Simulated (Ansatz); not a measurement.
Calculated with Ansatz (gas phase, PBE0-D4/def2-TZVP geometries, no zero-point term in ΔE). CCSD(T)/CBS adds triple-zeta CCSD(T) − MP2 to the extrapolated MP2 energy (def2 sets, frozen cores). DFT in def2-TZVPP. One conformer a species, not always the lowest.

Reaction (cleavage of the Al–Si bond): `[AlH2][SiH]([SiH3])O[SiH3]` + `SBS` → `[AlH2][S]BS` + `[SiH3]O[SiH2][SiH3]`

```
                     species  PBE-QIDH energy (Eh)
`[AlH2][SiH]([SiH3])O[SiH3]`           -1190.73797
                       `SBS`            -822.63366
               `[AlH2][S]BS`           -1065.48888
       `[SiH3]O[SiH2][SiH3]`            -947.92335
```

Task: Work out ΔE.

Result: ΔE = (-1065.48888) + (-947.92335) − (-1190.73797) − (-822.63366) = -0.04060 Eh = -106.6 kJ/mol. CCSD(T)/CBS gives -108.0 kJ/mol.

Largest T1 diagnostic among the species: 0.014.

At CCSD(T), def2-SVP lies +6.7 kJ/mol from the extrapolated value and def2-TZVPP +3.0 kJ/mol. Leaving LDA and LC-ωPBE aside and taking each functional with its dispersion term where it has one, the values, not all of them listed here, spread over 17.2 kJ/mol, from BHLYP-D4 to PBE-D4. LDA lies −5.2 kJ/mol from PBE without D4. From PBE to PBE0 (25 % exact exchange), in def2-TZVPP and without D4, ΔE moves by −5.3 kJ/mol.
